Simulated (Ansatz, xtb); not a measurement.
Spectroscopic constants of BS, multiplicity 2 (the spin of the measured ground state).

The constants come from a fifth-degree fit in 1/R (seven points, main isotopes). Runs in def2 and cc sets follow the lowest solution found near the PBE0 minimum.

Frozen-core correlation. CBS(a, b) extrapolates the correlation energy as X⁻³ and adds the Hartree–Fock energy of set b.

Run with Ansatz (an electronic-structure program); xtb for the GFN methods.  The GFN methods have no spin term and hold the electronic entropy of 300 K.

**Question.** What bond length and harmonic frequency does GFN2-xTB give?

**Answer.** r_e = 1.595 Å, ω_e = 1323 cm⁻¹.

**Question.** What bond length and harmonic frequency does B3LYP/def2-TZVPP give, and what D_e (from each atom's lowest state at the same level)?

**Answer.** r_e = 1.610 Å, ω_e = 1185 cm⁻¹, D_e = 5.77 eV.

**Question.** What bond length and harmonic frequency does CCSD(T)/CBS(aug-cc-pV(T+d)Z, aug-cc-pV(Q+d)Z) give?

**Answer.** r_e = 1.613 Å, ω_e = 1186 cm⁻¹.

Measured for the ground state: r_e 1.6092 Å [Huber and Herzberg (1979), NIST Chemistry WebBook]. ω_e 1179.9 cm-1, ω_e x_e 6.25 cm-1, B_e 0.79478 cm-1, α_e 0.00578 cm-1 [Irikura, J. Phys. Chem. Ref. Data 36, 389 (2007)]. D_0 5.942 ± 0.095 eV (a handbook's tabulated 298 K bond energy less 3RT/2; such tables hold older values) [Luo, bond dissociation energies, CRC Handbook].

Doubts at one or more of the structures used: a spin-contaminated determinant (CCSD(T)/CBS(aug-cc-pV(T+d)Z, aug-cc-pV(Q+d)Z)).
